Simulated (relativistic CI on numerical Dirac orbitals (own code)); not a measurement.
## Hf26+: sensitivity of the levels to the model

Base calculation: Dirac-Coulomb-Breit CI, separate exchange-only KLI orbitals for each configuration, model QED, unscaled Slater integrals.

Configuration list (outside the closed core [Ar] 3d10): 4s2 4p6 4d10, 4s2 4p6 4d9 4f, 4s2 4p5 4d10 4f, 4s 4p6 4d10 4f, 4s2 4p6 4d9 5s, 4s2 4p6 4d9 5p, 4s2 4p6 4d9 5d, 4s2 4p5 4d10 5s, 4s2 4p6 4d9 5f, 4s2 4p5 4d10 5p, 4s2 4p6 4d9 6s, 4s2 4p6 4d9 5g, 4s2 4p6 4d9 6p, 4s2 4p5 4d10 5d, 4s 4p6 4d10 5s, 4s2 4p6 4d9 6d, 4s2 4p6 4d9 6f, 4s 4p6 4d10 5p, 4p6 4d10 4f2, 4p6 4d9 4f3, 4p5 4d10 4f3, 4p6 4d9 4f2 5s, 4p6 4d9 4f2 5p, 4p6 4d9 4f2 5d. Double excitations out of closed p, d and f shells are left out; levels of such configurations are missing from the list, as are those of other unlisted configurations, and high levels can miss mixing partners. These lack a partner that the ground configuration has and come out too high: 4s2 4p5 4d10 5s, 4s2 4p6 4d9 5f, 4s2 4p5 4d10 5p, 4s2 4p6 4d9 6s, 4s2 4p6 4d9 5g.

The lowest level and the first level of each name with at least 55 % of one term (blank where a level has no safe partner in the second run):

```csv
Level,Base (cm⁻¹),Shift (cm⁻¹)
4s2 4p6 4d10 1S_0,0,0
4s2 4p6 4d9 4f 3P°_0,1451273,+130
4s2 4p6 4d9 4f 3P°_1,1466836,+103
4s2 4p6 4d9 4f 3P°_2,1497409,+62
4s2 4p6 4d9 4f 3H°_5,1505119,+124
4s2 4p6 4d9 4f 3H°_6,1515697,+32
4s2 4p6 4d9 4f 3F°_3,1527624,+116
4s2 4p6 4d9 4f 3F°_4,1552013,+29
4s2 4p6 4d9 4f 3G°_5,1565926,+28
4s2 4p6 4d9 4f 3D°_1,1575759,-34
4s2 4p6 4d9 4f 3H°_4,1613071,-138
4s2 4p6 4d9 4f 3G°_3,1659123,-194
4s2 4p6 4d9 4f 1F°_3,1677254,-194
4s2 4p6 4d9 4f 1P°_1,1970339,-61
```

At this charge energies of transitions that change n are usually good to better than 1 %, and those within a shell (Δn = 0) to a few per cent.

Q: One thing was changed in a second run, which moved the levels as shown. Which?
A. QED terms removed
B. configuration mixing switched off
C. Breit term removed

A: A. QED terms removed. QED shifts follow the density of s (and p1/2) electrons at the nucleus, so configurations move by their count of such electrons; where none moves, the smaller shifts of p3/2 electrons and of j = l + 1/2 against j = l − 1/2 set the pattern.

LS names give the leading component of a level, which can be under half, so a name can repeat, a term be missing and a line seem to break the LS rules.
